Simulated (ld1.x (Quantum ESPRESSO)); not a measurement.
The numbers below are computed, except where a source is named.
# Pseudopotentials across the periodic table

Generated with ld1.x 7.5 (TM, RRKJ, ultrasoft, PAW), atompaw 4.2 or ONCVPSP 4.0.1. The cutoff is in Ry: for ld1.x and atompaw files where the sum of valence levels is converged to 10 mRy in a Bessel basis, for ONCV files where the hardest occupied wave has 1 mHa per electron of residual kinetic energy. The error is the largest all-electron minus pseudo excitation energy over each file’s own four to seven test configurations (ionisations up to +4, promotions, holes and added fractions of an electron), all of which were solved. The labels leave out finer settings (local radius, basis sizes, second energies), which also bear on the numbers. Spin-polarised tests are not counted. The rows are a selection from randomly drawn settings: files with unsolved tests, undetermined cutoffs or missed reference levels are left out.

A true bound ghost makes a file unfit for plane-wave use even where its test errors are small: the radial tests pick states by their node count and pass the ghost by.

| element | potential | cutoff (Ry) | largest error (meV) | bound ghosts |
| --- | --- | --- | --- | --- |
| Si | TM, LDA (PZ), scalar-relativistic, rc 1.60/1.90/1.70 (spd), local p, core correction no, reference 3s2 3p2 | 15 | +226 | none |
| Ca | TM, BP86, scalar-relativistic, rc 2.90/1.05/3.15 (spd), local p, core correction no, reference 3p6 3d0 4s1 4p0 | 60 | -282 | s |
| Te | TM, PBE, non-relativistic, rc 1.90/2.00 (sp), local s, core correction no, reference 5s2 5p4 | 25 | -40 | none |
| Xe | RRKJ, PBEsol, scalar-relativistic, rc 1.45/1.50/1.20 (spd), local s, core correction yes, reference 4d10 5s2 5p5 | 110 | -399 | none |

Fill in the row for In: RRKJ, PBEsol, scalar-relativistic, rc 1.80/2.00/1.30 (spd), local s, core correction yes, reference 4d10 5s2 5p1.

cutoff 80 Ry, largest error -252 meV, bound ghosts: none.
